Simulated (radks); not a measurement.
The numbers below are computed, except where a source is named.
Charge is removed step by step from the 2s down level of the boron ion B+, starting from [He] 2s(up 1, down 1). Level of theory: scalar-relativistic Kohn-Sham, r2SCAN, spin-polarised, spherical densities, finite nucleus; meta-GGA in the generalised Kohn-Sham scheme; Fermi nuclear charge, rms radius 2.406 fm (a radial shooting solver on a logarithmic mesh with Libxc functionals).

removed (e)	E - E(0) (eV)	eigenvalue (eV)
0	0.000	-19.732
0.125	2.543	-20.962
0.25	5.240	-22.182
0.375	8.088	-23.379
0.5	11.082	-24.524
0.625	14.215	-25.584
0.75	17.473	-26.510
0.875	20.836	-27.278

The mean slope of the eigenvalue, de/dn, is 8.62 eV per electron.
